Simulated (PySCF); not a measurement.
C3H7BO3.

```xyz
14

C      3.0102    -0.0682     0.4499
C      1.6971    -0.2940     0.5244
C      0.8333    -0.6707    -0.6447
O     -0.2144     0.2705    -0.8549
B     -1.3424     0.2572    -0.0885
O     -2.3087     1.2038    -0.2922
O     -1.5114    -0.6945     0.8786
H      3.6010     0.1848     1.3346
H      3.5478    -0.1335    -0.5023
H      1.1766    -0.2234     1.4868
H      0.4020    -1.6739    -0.4779
H      1.4324    -0.7038    -1.5680
H     -2.0600     1.8173    -0.9948
H     -2.3550    -0.5940     1.3352
```

Geometry optimised at B3LYP-D3(BJ)/def2-SVP. The values are those of a single conformer.

Computed with PBE/pcSseg-1 (PySCF). Non-relativistic, no solvent.

Problem. Give the absolute GIAO shielding of each atom: isotropic value and principal components (ppm). (An estimate is asked for; the answer gives what the named calculation found.)

Solution. 
| atom | σ(iso) | σ11 | σ22 | σ33 | span |
|---|---|---|---|---|---|
| C1 | 57.9 | -48.4 | 70.7 | 151.4 | 199.8 |
| C2 | 34.3 | -83.9 | 39.4 | 147.5 | 231.5 |
| C3 | 107.4 | 80.4 | 101.0 | 140.8 | 60.4 |
| O4 | 229.3 | 139.2 | 252.3 | 296.6 | 157.4 |
| B5 | 77.4 | 74.4 | 75.5 | 82.3 | 7.8 |
| O6 | 241.6 | 170.5 | 258.3 | 296.1 | 125.6 |
| O7 | 248.9 | 183.8 | 275.7 | 287.2 | 103.3 |
| H8 | 25.9 | 23.2 | 25.1 | 29.4 | 6.3 |
| H9 | 25.9 | 22.6 | 25.6 | 29.4 | 6.8 |
| H10 | 24.7 | 21.3 | 23.4 | 29.5 | 8.3 |
| H11 | 26.3 | 23.0 | 26.3 | 29.5 | 6.5 |
| H12 | 27.4 | 23.4 | 26.9 | 31.8 | 8.4 |
| H13 | 28.3 | 21.8 | 25.1 | 38.0 | 16.1 |
| H14 | 28.3 | 22.1 | 24.4 | 38.5 | 16.4 |
